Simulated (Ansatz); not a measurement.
Ansatz (a quantum-chemistry and plane-wave program) input (CCSD(T)/aug-cc-pV(D+d)Z):
A basis named .json is the Basis Set Exchange file of that set.

Ansatz 0.2 input:
```yaml
crystal:
  periodic: [false, false, false]
  atoms:
    - {symbol: Cl, position_ang: [1.67396132, 0.34604040, -0.06080254]}
    - {symbol: C, position_ang: [0.60093478, -0.99847587, -0.02298582]}
    - {symbol: C, position_ang: [-0.72031732, -0.91602633, 0.02537229]}
    - {symbol: Cl, position_ang: [-1.61799549, 0.55146701, 0.05968378]}
    - {symbol: H, position_ang: [1.09109596, -1.96072980, -0.04188706]}
    - {symbol: H, position_ang: [-1.32621992, -1.80988304, 0.04658721]}
basis:
  gaussian:
    orbitals: aug-cc-pV_D+d_Z.json
magnetization: {spin_polarized: false}
correlation: {method: ccsd_t, electrons: outside_noble_gas}
output: {forces: true}
```

Output:

```
Functional definition: HF
integrals: 0.27 GiB planned
1246 factors; integrals over basis functions are off by at most 7.1e-4 eV
mean field: 0.64 GiB planned
mean field evaluation 1: about -27098.2490 eV, gradient 1.9e1 eV
mean field evaluation 2: about -27098.2786 eV, gradient 1.9e1 eV
mean field evaluation 4: about -27099.5499 eV, gradient 2.8e0 eV
mean field evaluation 8: about -27099.5786 eV, gradient 2.8e-4 eV
mean field evaluation 16: about -27099.5102 eV, gradient 2.8e0 eV
mean field -27099.57858629 eV, -995.8911442920 hartree, gradient 1.4e-6 eV, S^2 0.000000; 0 other end points of the search recorded, 0 dependent functions left out
12 core orbitals not correlated
reference -27099.57858629 eV, -995.8911442920 hartree; 12, 12 occupied and 104, 104 virtual orbitals, 1246 factors
densities: 1.28 GiB planned
second order -15.65266408 eV of doubles, -0.00000000 eV of singles
coupled cluster: 0.72 GiB planned
cycle   1  -16.25078441 eV  change   -6.0e-1 eV  update   9.0e-2
cycle   2  -16.65218809 eV  change   -4.0e-1 eV  update   2.8e-2
cycle   3  -16.74403873 eV  change   -9.2e-2 eV  update   1.4e-2
cycle   4  -16.74174931 eV  change    2.3e-3 eV  update   3.5e-3
cycle   5  -16.74249082 eV  change   -7.4e-4 eV  update   1.4e-3
cycle   6  -16.74254224 eV  change   -5.1e-5 eV  update   3.1e-4
cycle   7  -16.74248747 eV  change    5.5e-5 eV  update   9.7e-5
cycle   8  -16.74250530 eV  change   -1.8e-5 eV  update   3.4e-5
cycle   9  -16.74250154 eV  change    3.8e-6 eV  update   1.4e-5
cycle  10  -16.74249090 eV  change    1.1e-5 eV  update   5.6e-6
perturbative correction -0.64992970 eV, -0.0238844758 hartree
the calculation of the forces begins
Total energy: -27116.97100689 eV, -996.5303039600 hartree
Atom 0 at     1.673961     0.346040    -0.060803 Å, force     0.211679     0.292674    -0.007432 eV/Å
Atom 1 at     0.600935    -0.998476    -0.022986 Å, force     1.241873     0.072525    -0.045298 eV/Å
Atom 2 at    -0.720317    -0.916026     0.025372 Å, force    -1.223236     0.226354     0.044925 eV/Å
Atom 3 at    -1.617995     0.551467     0.059684 Å, force    -0.173679     0.316721     0.006672 eV/Å
Atom 4 at     1.091096    -1.960730    -0.041887 Å, force     0.223675    -0.469862    -0.008657 eV/Å
Atom 5 at    -1.326220    -1.809883     0.046587 Å, force    -0.280312    -0.438412     0.009789 eV/Å
Dipole moment:    -0.024218    -0.388379     0.000484 e Å
```
